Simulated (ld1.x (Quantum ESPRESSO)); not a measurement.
Ta: excitation energies, all-electron against TM semilocal

```json
{
  "Element": "tantalum (Ta)",
  "Generator": "ld1.x (Quantum ESPRESSO) 7.5",
  "Type": "norm-conserving Troullier–Martins (semilocal form)",
  "Functional": "PBE",
  "Relativity": "scalar-relativistic",
  "Frozen core": "[Xe] 4f14",
  "Valence charge": "5",
  "Reference configuration": "5d3 6s1 6p1",
  "Partial waves": "6s (bound): rc 2.60 bohr; 5d (bound): rc 2.85 bohr; 6p (bound): rc 3.40 bohr",
  "Local potential": "the p channel",
  "Core correction": "Bessel-smoothed model core inside 2.55 bohr"
}
```

Energies are relative to the spin-unpolarised reference configuration 5d3 6s1 6p1; without spin polarisation the order of configurations can differ from experiment.

```csv
valence configuration,charge,ΔE all-electron (eV),error AE − PS (meV)
5d3 6s1 6p0,+1,4.289,-6.2
5d3 6s0 6p0,+2,19.261,-20
5d2 6s2 6p1,0,-1.193,-42
5d4 6s0 6p0,+1,5.723,-78
5d3.5 6s1.5 6p0,0,-3.190,-18
```

(1) What are ΔE and the potential's error for 5d3 6s2 6p0?

(2) What are ΔE and the potential's error for 5d2 6s0 6p0?

Levels in the configuration 5d2 6s2 6p1:

```tsv
level	all-electron (eV)	pseudo (eV)
5d	-6.159	-6.259
6s	-7.015	-7.019
6p	-2.347	-2.325
```

Results:

(1) ΔE = -4.178 eV all-electron; the error (AE − PS) is -1.5 meV.

(2) ΔE = 42.865 eV all-electron; the error (AE − PS) is -92 meV.
